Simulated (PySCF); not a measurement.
Some computed properties have been withheld. Give your best values.

Compound: C2H10SSi3.
Bonds: Si1–S2, S2–Si3, Si3–C4, C4–Si5, Si5–C6, Si3–C6. Hydrogens: H7, H8, H9 on Si1; H10 on Si3; H11, H12 on C4; H13, H14 on Si5; H15, H16 on C6.

Conformer (atom-mapped SMILES and torsion angles): `[SiH3:1][S:2][SiH:3]1[CH2:4][SiH2:5][CH2:6]1`: Si1–S2–Si3–C4 54°.

```csv
property,level,value
"rotational constants A, B, C",PBE0-D3(BJ)/def2-SVP,?
dipole moment,B3LYP/def2-SVPD,1.27 D
HOMO energy,B3LYP/def2-SVPD,-7.05 eV
LUMO energy,B3LYP/def2-SVPD,-0.57 eV
lowest singlet excitation,TDDFT B3LYP/def2-SVPD,?
strongest line among the 10 lowest singlet transitions,TDDFT B3LYP/def2-SVPD,?
lowest triplet excitation (Tamm–Dancoff),TDA B3LYP/def2-SVPD,?
static isotropic polarisability,B3LYP/def2-SVPD,123.1 au
vertical ionisation energy,ΔSCF B3LYP/def2-SVPD,?
electronic spatial extent ⟨r²⟩ about the centre of nuclear charge,B3LYP/def2-SVPD,?
13C chemical shifts (computed TMS as zero) by class,GIAO PBE0/pcSseg-1,0.5 (C4/C6) ppm
1H chemical shifts (computed TMS as zero) by class,GIAO PBE0/pcSseg-1,?
"isotropic shieldings of nuclei other than C and H, by class",GIAO PBE0/pcSseg-1,"340 (Si3), 389 (Si5), 408 (Si1), 768 (S2) ppm"
```

Gas-phase values; electronic properties from PySCF, density fitting. The structure is a single PBE0-D3(BJ)/def2-SVP conformer in the gas phase; no vibrational or solvent corrections.

Question: The strongest line among the 10 lowest singlet transitions?

Answer: S3 at 6.01 eV (206 nm, f = 0.053).

Question: Give the rotational constants A, B, C.

Answer: 2.345, 1.061, 0.896 GHz.

Question: What is the lowest triplet excitation (Tamm–Dancoff)?

Answer: 5.25 eV.

Question: Give the lowest singlet excitation.

Answer: 5.52 eV (225 nm, f = 0.010).

Question: Give the vertical ionisation energy.

Answer: 9.02 eV.

Question: Give the electronic spatial extent ⟨r²⟩ about the centre of nuclear charge.

Answer: 1426 bohr².

Question: The 1H chemical shifts (computed TMS as zero) by class?

Answer: 5.65 (H10), 4.85 (H14), 4.84 (H13), 4.78 (H7/H8/H9), 0.89 (H11/H15), 0.81 (H12/H16) ppm.

The polarisability is 18.24 Å³ as a volume (1 au = 0.148185 Å³), or 1.54 au for each of the 80 electrons. No computed singlet falls in the visible range (750 to 380 nm, 1.65 to 3.26 eV); S1 lies 2.26 eV above its blue end. The largest Löwdin shares of the HOMO are 0.64 on S2, 0.09 on Si1, 0.07 on Si3 and 0.06 on C4.

For the TDDFT job (B3LYP/def2-SVPD), time: 4.0 min wall (with the writing of density and orbital grids); peak memory 0.92 GiB. Hardware: one thread of an Intel Xeon at 2.70 GHz (shared host).
